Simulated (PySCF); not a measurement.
# ORD: `O[Si@@H]1[SiH2]C[C@H](Br)[SiH2]1`, C₂H₉BrOSi₃

Cartesian coordinates in Å; atom numbers follow the order of the lines, from 1:
```xyz
16

O     1.282    2.252    1.321
Si    0.701    1.578   -0.048
Si   -1.486    0.933    0.389
C    -1.222   -0.975    0.343
C    -0.204   -1.380   -0.704
Br    0.049   -3.360   -0.700
Si    1.524   -0.551   -0.497
H     2.174    2.574    1.420
H     0.940    2.536   -1.143
H    -2.432    1.277   -0.683
H    -2.162    1.241    1.653
H    -2.173   -1.482    0.161
H    -0.880   -1.313    1.326
H    -0.601   -1.188   -1.703
H     2.265   -0.862   -1.725
H     2.217   -1.271    0.581
```

Computed, not measured: PySCF, TDDFT B3LYP/def2-SVPD circular dichroism and optical rotation, one conformer, gas phase. Geometry: GFN2-xTB.

The molecule is flexible and this is one conformer; a measurement averages over conformers. The calculation is non-relativistic, which matters for the atoms heavier than Zn.

Stereocentres: Si2 R, C5 S.

Q: Give the optical rotatory dispersion at 633, 589.3, 546, 436, 405, 365, 355 nm.

A: [α] in deg dm⁻¹ (g/mL)⁻¹:
```
λ (nm)  origin-invariant length gauge  modified velocity gauge  length gauge (centre of mass)  isotropic polarisability (au)
   633                          -46.5                    -33.2                          -46.7                          139.5
 589.3                          -60.2                    -44.8                          -60.5                          140.4
   546                          -81.0                    -62.8                          -81.3                          141.4
   436                         -228.5                   -198.9                         -228.9                          145.8
   405                         -346.6                   -312.0                         -346.9                          147.9
   365                         -692.9                   -651.2                         -693.1                          151.7
   355                         -858.6                   -815.5                         -858.8                          153.0
```

Q: And for the mirror image at 589.3 nm?

A: +60.2 deg dm⁻¹ (g/mL)⁻¹ (origin-invariant length gauge): the same size and the opposite sign.

Q: What is the molar rotation [Φ] = [α]·M/100 of the geometry above at 589.3 nm?

A: With M = 213.25 g/mol, -128.4 deg cm² dmol⁻¹ (origin-invariant length gauge).

The first excitation lies at 4.46 eV (278 nm) with R = -31.5 × 10⁻⁴⁰ esu² cm² (velocity form).
